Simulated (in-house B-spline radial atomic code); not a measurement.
Radial electron density of Xe7+, [Kr] 4d10 5f1. Level of theory: Dirac-Hartree-Fock, average of configuration, Fermi nucleus of rms radius 4.7859 fm; calculated with a radial B-spline atomic code at the basis-set limit.

Columns: r (bohr), 4πr²n(r) (electrons per bohr), bar.

```
  0.0011    2.489 #
 0.00137     3.62 ##
  0.0017    5.195 ###
 0.00211    7.395 ####
 0.00263    10.48 #####
 0.00327     14.6 #######
 0.00406    19.96 ##########
 0.00505    26.79 #############
 0.00628    35.03 #################
 0.00781    44.38 #####################
 0.00971    54.08 ##########################
  0.0121    62.94 ##############################
   0.015     69.1 #################################
  0.0187    71.42 ###################################
  0.0232    69.44 ##################################
  0.0288       65 ###############################
  0.0359    62.01 ##############################
  0.0446    65.02 ###############################
  0.0554    75.02 ####################################
  0.0689    86.83 ##########################################
  0.0857    90.88 ############################################
   0.107     82.1 ########################################
   0.132     69.3 ##################################
   0.165    65.62 ################################
   0.205    73.63 ####################################
   0.254    75.91 #####################################
   0.316    59.01 #############################
   0.393     34.9 #################
   0.489    24.92 ############
   0.608    28.51 ##############
   0.756    28.75 ##############
    0.94    19.77 ##########
    1.17    9.009 ####
    1.45    2.745 #
    1.81   0.5398 
    2.25   0.2936 
    2.79   0.4311 
    3.47     0.37 
    4.32   0.1556 
    5.37   0.0295 
    6.67 0.002176 
    8.29 4.997e-05 
    10.3 2.831e-07
```

On this grid the curve has 5 maxima, near 0.0187, 0.0857, 0.254, 0.756, 2.79 bohr.

The 5f7/2 radial function P(r) = rR(r), positive near the nucleus, with its small component Q(r) (sign convention: Q ≈ (P' + κP/r)/2c):

| r (bohr) | P | Q |
| --- | --- | --- |
| 0.0446 | 0.001022 | -4.424e-05 |
| 0.0689 | 0.004372 | -0.0001788 |
| 0.107 | 0.01681 | -0.0006334 |
| 0.165 | 0.05366 | -0.001821 |
| 0.254 | 0.1389 | -0.004106 |
| 0.393 | 0.2836 | -0.007066 |
| 0.608 | 0.4254 | -0.00892 |
| 0.94 | 0.4129 | -0.007707 |
| 1.45 | 0.09077 | -0.003844 |
| 2.25 | -0.4898 | 0.001323 |
| 3.47 | -0.6086 | 0.003282 |
| 5.37 | -0.1722 | 0.001035 |
| 8.29 | -0.007101 | 4.445e-05 |
